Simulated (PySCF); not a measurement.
SMILES C=C[Si](F)(F)Br, singlet, B3LYP/def2-SVP optimised geometry.

```
9

C     -2.40    -1.05    -2.30
C     -1.56    -1.65    -1.44
Si    -0.84    -0.76     0.00
F     -1.37     0.76     0.00
F     -1.32    -1.42     1.40
Br     1.37    -0.76     0.00
H     -2.69     0.00    -2.18
H     -2.82    -1.58    -3.16
H     -1.29    -2.70    -1.60
```

Density from B3LYP/def2-TZVP (PySCF 2.14.0) at that geometry.

Minimum of the electron density along straight lines between bonded atoms, close to the bond critical point (lines longer than 1.1 times the sum of covalent radii, or with two minima, are not listed):

```csv
bond,length / Å,ρ at the minimum / e bohr⁻³,∇²ρ there / e bohr⁻⁵,position (fraction from the first atom)
C1–C2,1.341,0.346,-1.04,0.50
C2–Si3,1.841,0.134,0.17,0.61
Si3–F4,1.615,0.135,0.91,0.42
Si3–F5,1.614,0.136,0.92,0.42
Si3–Br6,2.212,0.095,0.05,0.35
C1–H7,1.095,0.282,-1.00,0.65
C1–H8,1.096,0.280,-0.99,0.65
C2–H9,1.097,0.276,-0.95,0.65
```
